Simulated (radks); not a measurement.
Task: Ir3+, 74 electrons, occupied as [Xe] 4f14 5d6. Method: scalar-relativistic Kohn-Sham, LDA (Slater exchange, Perdew-Wang correlation), spin-polarised, spherical densities, point nucleus; open shells are filled with parallel spins first (spin-orbit coupling, left out, can overturn this in heavy ions); computed with a radial shooting solver on a logarithmic mesh with Libxc functionals. Some entries of the table are withheld. Estimate them.

orbital,occ.,eigenvalue (hartree),<r^2> (bohr^2),r(max) (bohr)
1s up,1,-2796.930,0.0004198,0.01083
1s down,1,-2796.929,0.0004198,0.01083
2s up,1,-490.2920,0.006422,0.06233
2s down,1,-490.2822,0.006422,0.06233
2p up,3,-426.2243,0.005366,0.05139
2p down,3,-426.2160,0.005366,0.05139
3s up,1,-115.5558,0.04154,0.1758
3s down,1,-115.5510,0.04154,0.1758
3p up,3,-96.82708,0.04248,0.1746
3p down,3,-96.82192,0.04248,0.1746
3d up,5,-76.18768,0.03518,0.1421
3d down,5,-76.18023,0.03518,0.1421
4s up,1,-25.54923,0.2025,0.3973
4s down,1,-25.53903,0.2025,0.3973
4p up,3,-19.40501,0.2311,0.4176
4p down,3,-19.39474,0.2311,0.4176
4d up,5,-11.86196,0.2652,0.4262
4d down,5,-11.84969,0.2649,0.4263
5s up,1,-4.80445,1.069,0.8904
5s down,1,-4.73257,1.060,0.8875
4f up,7,(1),0.3519,0.3943
4f down,7,(2),0.3481,0.3942
5p up,3,-3.20867,1.433,(3)
5p down,3,-3.12158,1.421,(4)
5d up,5,-1.40658,2.738,1.275
5d down,1,-1.30919,2.799,1.270

Result: 
(1) 4f up eigenvalue (hartree): -3.47311
(2) 4f down eigenvalue (hartree): -3.45447
(3) 5p up r(max) (bohr): 1.002
(4) 5p down r(max) (bohr): 0.9976
